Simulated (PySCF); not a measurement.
# Dipole moment and polarisability of `O[C@H]1C=NCCC1`

C₅H₉NO.
Cartesian coordinates in Å at the GFN2-xTB level; atoms count from 1:
```xyz
16
C5H9NO angstrom
O      2.1727    0.4762   -0.5360
C      1.2367    0.1599    0.4791
C      0.3225    1.3417    0.7367
N     -0.9126    1.4118    0.5277
C     -1.6365    0.2947   -0.0145
C     -0.7627   -0.7302   -0.7377
C      0.4183   -1.0971    0.1571
H      1.6913    0.6662   -1.3497
H      1.8521   -0.0094    1.3707
H      0.8075    2.2351    1.1150
H     -2.1667   -0.1772    0.8202
H     -2.3939    0.7110   -0.6858
H     -1.3497   -1.6158   -0.9827
H     -0.3990   -0.2985   -1.6746
H      1.0652   -1.8319   -0.3263
H      0.0473   -1.5277    1.0894
```

Level: wB97X-D/def2-SVPD (PySCF), static field, nuclei fixed, core orbitals frozen in the response. The polarisability tensor in these axes (au):

```
x   77.60  1.50  2.42
y    1.50 65.07  3.30
z    2.42  3.30 59.76
```

**Question.** What are the eigenvalues, a third of the trace, and Δα (Δα² = ½Σ(αi − αj)² over the three pairs)?

**Answer.** Principal values 58.06, 66.16 and 78.22 au; mean 67.48 au = 10.00 Å³ = 11.13 × 10⁻⁴⁰ C²·m²/J; Δα = 17.57 au (26 % of the mean).

**Question.** What is the dipole moment, and where does it point?

**Answer.** (-0.71, -1.81, -0.49) D, 2.01 D in size, pointing from the negative to the positive side. Measured along this direction, the outermost atoms are H10 at the negative end and H13 at the positive end.

**Question.** In a dilute gas of rigid molecules at 250 K, how does the orientational term μ²/3kT compare with the electronic polarisability?

**Answer.** In Gaussian units μ²/3kT = 38.86 Å³ against 10.00 Å³, a ratio of 3.89; the Debye molar polarisation (4π/3)N_A(α + μ²/3kT) is 123.2 cm³/mol, leaving out the vibrational part.

**Question.** Find the Langevin capture rate constant for H3O+ (19.018 u) meeting this molecule (99.068 u), k = 2.342 × 10⁻⁹ cm³/s × √(α in Å³ / reduced mass in u).

**Answer.** The reduced mass is 15.96 u, so k = 1.85 × 10⁻⁹ cm³/s. The formula leaves out the permanent dipole, which adds to the capture rate.

**Question.** Give the eigenvalues of the traceless quadrupole moment Θ = ½Σq(3rr − r²1), origin at the centre of nuclear charge.

**Answer.** -9.65, 1.78, 7.86 D·Å. The values depend on the origin, since the dipole doesn't vanish. The electronic extent ⟨r²⟩ about the same centre is 693 bohr², a root-mean-square distance of 1.90 Å for the 54 electrons.

**Question.** Along which axes do the principal values lie, and how far do the nuclei extend along each?

**Answer.** Largest value along (0.98, 0.15, 0.16), where the nuclei span 4.45 Å; middle along (-0.20, 0.90, 0.39), 4.27 Å; least along (-0.08, -0.41, 0.91), 3.25 Å. The response follows the extents in order.

Isolated species at its GFN2-xTB geometry (one conformer only).
